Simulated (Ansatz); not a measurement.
Name a neutral molecule of B, C, N, O and H with size of the dipole moment (B3LYP/def2-TZVPP) between 0.05 and 0.35 D and size of the dipole moment (PBE/def2-TZVPP) between 0.00 and 0.30 D (Ansatz, PBE0-D4/def2-TZVP geometry).

`B1C=NCO1` (0.08 D, 0.23 D). Other molecules can fit too; these were computed, each in one conformer that needn't be the lowest.

B3LYP here is the variant with VWN-RPA as its local correlation; programs differ in this.
